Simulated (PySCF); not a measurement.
## Telling isomers of C8H5FO2 apart by NMR

- GFN2-xTB structure
- NMR shieldings at PBE0/pcSseg-1/GIAO
- code: PySCF 2.14.0 with density-fitted response routines
- no solvent model, one averaged value for each set of equivalent atoms, relativity neglected, a single conformation

Chemical shifts δ = σref − σ; 1H and 13C vs TMS, all at this level. Splittings of carbon signals by F and P are missing where no couplings were computed. Where no couplings were computed, multiplicities follow the n + 1 count of equivalent neighbours, and m marks all less simple cases (inequivalent or close neighbours, rings, F or P nearby). Acid and N–H amide carbonyl carbons lie up to 10 ppm further downfield in solution (hydrogen bonding). Shifts are as computed. Against solution values, carbons near 30 ppm lie about +3 ppm off and those near 130 ppm about +5 ppm. Of 1211 compounds with measured shifts, 218 miss one by over three times the rms of a fit or turn the order of signals round; such compounds aren't used in these exercises. OH and NH positions are gas-phase values without hydrogen bonding to other molecules.

(1) Tabulate the signals of `C#Cc1oc(C(=O)F)cc1C`, `O=C(O)c1c(F)ccc2c1C2`, `O=Cc1ccc(C(=O)F)cc1`, `O=Cc1cccc(C(=O)F)c1` and their relative energies.

(2) What is the quickest way to tell O=Cc1ccc(C(=O)F)cc1 from O=Cc1cccc(C(=O)F)c1?

(3) What is the quickest way to tell O=C(O)c1c(F)ccc2c1C2 from O=Cc1ccc(C(=O)F)cc1?

(4) What is the quickest way to tell C#Cc1oc(C(=O)F)cc1C from O=Cc1cccc(C(=O)F)c1?

Answers

(1) 
```tsv
SMILES	carbon types	δC	δH	E rel. (kcal/mol)
C#Cc1oc(C(=O)F)cc1C	5×C 2×CH 1×CH3	154.9, 147.1, 144.1, 139.5, 135.0, 100.5, 77.2, 12.8	7.51 (m, 1H), 3.56 (s, 1H), 2.42 (s, 3H)	54.4
O=C(O)c1c(F)ccc2c1C2	5×C 2×CH 1×CH2	172.3, 167.5, 145.8, 126.9, 126.1, 123.1, 113.5, 27.7	7.56 (m, 1H), 7.13 (m, 1H), 6.71 (br s, 1H), 3.78 (s, 2H)	57.6
O=Cc1ccc(C(=O)F)cc1	3×C 5×CH	195.7, 165.3, 144.9, 139.9, 136.7, 134.4	10.30 (s, 1H), 8.72 (m, 2H), 8.38 (d, 2H)	0.3
O=Cc1cccc(C(=O)F)c1	3×C 5×CH	194.5, 165.6, 145.6, 145.3, 141.5, 138.6, 134.9, 131.1	10.27 (s, 1H), 9.27 (m, 1H), 8.80 (m, 1H), 8.18 (m, 1H), 8.06 (m, 1H)	0.0
```

Energies are electronic energies at PBE0/pcSseg-1 on these geometries, without zero-point or thermal terms, each for the one conformer computed, which needn't be the lowest.

(2) Count the carbon signals: 6 against 8. The first has a substituted aromatic carbon (C) at 144.9 ppm, the second an aromatic CH at 145.6 ppm. Their most deshielded carbons lie at 195.7 and 194.5 ppm.

(3) Count the carbon signals: 8 against 6. The first has a three-membered-ring carbon (CH2) at 27.7 ppm, the second an aldehyde carbonyl carbon (CH) at 195.7 ppm. Their most deshielded carbons lie at 172.3 and 195.7 ppm. In the proton spectra the most deshielded non-exchanging signals are 7.56 (m, 1H) and 10.30 (s, 1H).

(4) Both give the same number of carbon signals, but DEPT or the intensities differ. The first has a methyl carbon on an aromatic ring (CH3) at 12.8 ppm, the second an aldehyde carbonyl carbon (CH) at 194.5 ppm. Their most deshielded carbons lie at 154.9 and 194.5 ppm. In the proton spectra the most deshielded non-exchanging signals are 7.51 (m, 1H) and 10.27 (s, 1H).
